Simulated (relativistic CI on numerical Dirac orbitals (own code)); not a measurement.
**Spin-allowed bands of a d8 ion in an octahedral site, by hand**

Problem. A d8 ion in an octahedral site has a 3A2 ground term and spin-allowed bands at ν1 = 7150 and ν2 = 11233 cm⁻¹ (from a computed ligand-field model). Find Δ and the Racah parameter B, and predict the third band.

Working.
1. The F term splits into A2 (−1.2Δ), T2 (−0.2Δ) and T1 (+0.6Δ), so ν1 = E(T2) − E(A2) = Δ = 7150 cm⁻¹.
2. T1(F) mixes with T1(P), which lies at 15B, through an element 0.4Δ. The two roots, counted from A2, are ν2,3 = ½(15B + 3Δ) ∓ ½√[(15B − Δ)² + 12BΔ].
3. Solving the lower root for B gives B = (2ν1² + ν2² − 3ν1ν2)/(15ν2 − 27ν1) = -12522561/-24555 = 510 cm⁻¹.
4. The sum of the roots is 15B + 3Δ, so ν3 = 15B + 3ν1 − ν2 = 17867 cm⁻¹ (560 nm).

Check. The bands were computed by exact diagonalisation of the d8 shell with B = 510 and Δ = 7150 cm⁻¹, which gives ν3 = 17867 cm⁻¹. C does not enter the terms of highest spin.
